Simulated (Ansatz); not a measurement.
Basis sets compared for CaO₂⁻ (the lowest doublet isomer of a short search). The state is a doublet with charge -1. Geometry PBE0-D4/def2-TZVPD. Ansatz on 4 threads of Arm Neoverse V1 on a shared host; times are rough, and most runs start from earlier orbitals.

| atom | x (Å) | y (Å) | z (Å) |
| --- | --- | --- | --- |
| Ca1 | -0.001 | 0.001 | 0.001 |
| O2 | 1.327 | 1.084 | 0.998 |
| O3 | -1.326 | -1.085 | -0.999 |

At PBE-D4/def2-SVPD, PBE-D4/def2-TZVPD the highest occupied level of the charge -1 doublet lies above zero (up to 0.28 eV). By energy differences its removal costs 2.59 eV (vertical, to the charge 0 triplet, at PBE-D4/def2-TZVPD); a positive level beside a positive removal energy at the same level points to self-interaction error. The structure comes from a short search, and lower isomers may exist.

```
            level  functions  energy (Eh)  HOMO (eV)  LUMO (eV)  wall time
 PBE-D4/def2-SVPD         73    -827.4836       0.26       1.31      0.8 s
PBE0-D4/def2-SVPD         73    -827.4898      -0.29       2.39      1.1 s
```

Question: Estimate the rows for PBE-D4/def2-TZVPD, PBE0-D4/def2-TZVPD (with forces).

Answer: 
```json
{"level": "PBE-D4/def2-TZVPD", "functions": "116", "energy (Eh)": "-827.7353", "HOMO (eV)": "0.28", "LUMO (eV)": "1.37", "wall time": "1.1 s"}
{"level": "PBE0-D4/def2-TZVPD (with forces)", "functions": "116", "energy (Eh)": "-827.7407", "HOMO (eV)": "-0.22", "LUMO (eV)": "2.47", "wall time": "2.8 s"}
```
